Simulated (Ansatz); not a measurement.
Molecule: sum formula AlOBr, net charge -1, doublet state. 
Geometry from a B3LYP-D3(BJ)/def2-TZVP (Ansatz, a program for electronic structure) optimisation:
```
Al
O 1 1.6379
Br 1 2.4695 2 126.53
```
Charge -1, spin multiplicity 2.

Basis-set convergence of Hartree-Fock and MP2 correlation energies (hartree) with Ansatz. Valence correlation only, unless marked. UHF or UKS for open shells. No spin-orbit coupling. The frozen core is the preceding noble-gas configuration, with the filled d and f shells of earlier blocks. No relativistic terms.

| basis | functions | E(HF) | E(corr, MP2) |
|---|---|---|---|
| def2-SVPD | 88 | -2888.84498 | -0.39521 |
| def2-TZVPPD | 145 | … | … |

Question: Some entries are withheld; supply them.

Answer: 
- def2-TZVPPD, E(HF): -2889.33217
- def2-TZVPPD, E(corr, MP2): -0.48366
